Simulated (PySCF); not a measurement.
Vertical excitations of a molecule C₂H₁₁NSi₃ from TDA-PBE/def2-SVPD (PySCF), as energy in eV (oscillator strength): 4.22 (0.001), 4.61 (0.000), 5.05 (0.003), 5.29 (0.003), 5.41 (0.004), 5.62 (0.096). Lowest triplet (TDA): 4.13 eV. Geometry optimised at r2SCAN-D4/def2-SVP. The values are those of a single conformer.

Identify the compound among the candidates.
(A) C=C([SiH3])[SiH2]N[SiH3]
(B) [SiH3]C[Si@H]1C[SiH2]N1
(C) C=C[Si@@H]([SiH3])N[SiH3]
(D) C[SiH2][Si@@H]1CN[SiH2]1

D, C[SiH2][Si@@H]1CN[SiH2]1
